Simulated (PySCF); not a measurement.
C₇H₁₅ (doublet state).
Geometry (GFN2-xTB, Å), atoms numbered from 1 in this order:
```
atom  x, y, z in Å
C1    -0.9431    1.5871   -0.6208
C2    -0.6574    0.2091   -0.1607
C3    -1.4561   -0.7648   -1.0584
C4    -1.1208    0.0295    1.2862
C5     0.8688   -0.0672   -0.3395
C6     1.7079    0.9882    0.3819
C7     1.3144   -1.4565    0.1090
H8    -1.4949    2.2773   -0.0145
H9    -0.6660    1.8876   -1.6133
H10   -1.3444   -1.7894   -0.7146
H11   -1.1181   -0.6995   -2.0898
H12   -2.5129   -0.5090   -1.0256
H13   -0.9571   -0.9892    1.6262
H14   -0.5956    0.7105    1.9497
H15   -2.1855    0.2409    1.3569
H16    1.0704    0.0229   -1.4132
H17    1.6424    0.8656    1.4601
H18    1.3604    1.9869    0.1243
H19    2.7535    0.8963    0.0954
H20    2.3720   -1.5836   -0.1149
H21    1.1832   -1.5817    1.1808
H22    0.7685   -2.2416   -0.4062
```

The hyperfine couplings belong to this conformer and change with its torsions.

Identity: `CC(C)(C(C)C)[CH2]` [radical].

Method: UKS B3LYP, pcH-1 on C H, non-relativistic, mean-field spin-orbit, GIAO in PySCF. Isolated species at its GFN2-xTB geometry (one conformer only). Couplings are sensitive to structure, and on GFN2-xTB geometries they can be far from those on DFT ones. The SCF solution wasn't tested for stability.

Where do the isotropic ENDOR lines of C1, C5, C3/C4, C2, C6/C7, H8/H9, H10 (×6), H16 and H17 (×6) fall at 3345.4 mT, to first order?

For S = 1/2 in fast tumbling each set of equivalent nuclei gives two lines, ν± = |νn ± a/2| to first order, with νn = g_N μN B/h and μN/h = 7.62259 MHz/T.

```tsv
nuclei	isotope	g_N	νn (MHz)	a_iso (MHz)	lower line (MHz)	upper line (MHz)
C1	13C	1.4048	35.82	90.76	9.55	81.20
C5	13C	1.4048	35.82	38.63	16.51	55.14
C3/C4	13C	1.4048	35.82	34.04	18.80	52.84
C2	13C	1.4048	35.82	-29.44	21.10	50.55
C6/C7	13C	1.4048	35.82	5.89	32.88	38.77
H8/H9	1H	5.5857	142.44	-63.55	110.66	174.21
H10 (×6)	1H	5.5857	142.44	3.03	140.92	143.95
H16	1H	5.5857	142.44	-2.41	141.23	143.64
H17 (×6)	1H	5.5857	142.44	1.65	141.61	143.27
```

The rows for 13C, of low natural abundance, apply to labelled samples.

Which pairs are centred on the nuclear Larmor frequency, and which on half the coupling?

Centred on νn, since |a| < 2νn: C5, C3/C4, C2, C6/C7, H8/H9, H10 (×6), H16 and H17 (×6). Centred on |a|/2 and split by 2νn: C1.

At what field would the lower line of C6/C7 fall to zero frequency?

Where νn = |a|/2, that is B = 2.95 MHz/(1.4048 × 7.62259 MHz/T) = 275 mT, as far as first order holds there.

Nuclei that the bonding pattern makes equivalent are averaged, as if the motion that swaps them (rotation, inversion, ring flip) were fast. The six 1H nuclei of mean +3.0 MHz run from -2.3 to 25.7 MHz in the frozen geometry. The six 1H nuclei of mean +1.7 MHz run from -0.4 to 6.2 MHz in the frozen geometry. The 13C value of +34.0 MHz is a mean of couplings from 1.3 to 66.7 MHz in this one geometry, not an average over conformers. The 13C value of +5.9 MHz is a mean of couplings from 1.6 to 10.2 MHz in this one geometry, not an average over conformers.
